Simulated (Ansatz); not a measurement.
Energy on a grid of two coordinates

CH₃LiOSe (SMILES [Li][O][Se]C), closed shell, PBE0-D4/def2-TZVP minimum:

```xyz
7
angstrom
Li -2.0741 1.9546 -1.3493
O -0.8769 0.9126 -1.1661
Se 0.4555 -0.2112 -1.2183
C 0.5952 -0.6024 0.6739
H 0.8189 0.3093 1.2288
H 1.4141 -1.3148 0.7976
H -0.3327 -1.0482 1.0335
```

Rows set the angle H5–C4–H6 (°; 109.5 at the minimum), columns the dihedral angle O2–Se3–C4–H5 (°; -60.9), set in this order; the parts move rigidly, in a bend the first-named atom's side turns in the plane, and in a torsion the whole end group turns. CCSD(T) energies count from the value at that structure, in eV. Computed with Ansatz 0.2.0 (basis: def2-TZVPP); correlated methods freeze the cores. Filled d shells of the heavier atoms are correlated. The outer core shell of Li, Na, Mg and K is correlated. The def2 sets are not built for correlating such inner shells, so the correlated values are less sure here.

```csv
H5–C4–H6 \ O2–Se3–C4–H5,-55.1,-31.1,-7.1,16.9,40.9
79.5,0.739,0.822,0.860,0.820,0.765
89.5,0.338,?,0.457,0.422,0.360
99.5,0.091,0.156,0.205,0.181,0.118
109.5,0.002,0.049,0.101,0.089,0.032
119.5,?,0.094,0.143,0.143,0.097
129.5,0.307,0.295,0.332,0.340,0.306
139.5,0.704,0.653,?,0.679,0.655
```

(1) Fill in the withheld cells. (To be estimated.)

T1 diagnostic: at most 0.013.

Answers

(1) Computed: (89.5, -31.1): 0.414; (119.5, -55.1): 0.073; (139.5, -7.1): 0.667 eV. These count from the CCSD(T) energy at the PBE0-D4 minimum.

The same grid for a cheaper method: r2SCAN-D4 − CCSD(T), both counted from the minimum, in eV:
```csv
H5–C4–H6 \ O2–Se3–C4–H5,-55.1,-31.1,-7.1,16.9,40.9
79.5,-0.022,-0.020,-0.015,-0.009,-0.009
89.5,-0.011,-0.010,-0.007,-0.003,-0.002
99.5,-0.004,-0.004,-0.003,-0.001,0.000
109.5,0.000,0.000,0.000,0.000,0.001
119.5,0.001,0.001,-0.001,-0.001,-0.002
129.5,-0.001,-0.001,-0.004,-0.007,-0.008
139.5,-0.008,-0.008,-0.012,-0.016,-0.020
```

For scale, one of the runs: CCSD(T)/def2-TZVPP, 171 basis functions, launched by `ansatz run in.yaml --threads 2 --pin off --events-out ev --progress --plain --max-ram 4352MiB`. The run took 73 s on 2 CPU threads of an AMD EPYC 7R43 (shared host), with 1.6 GiB of host memory at its peak.
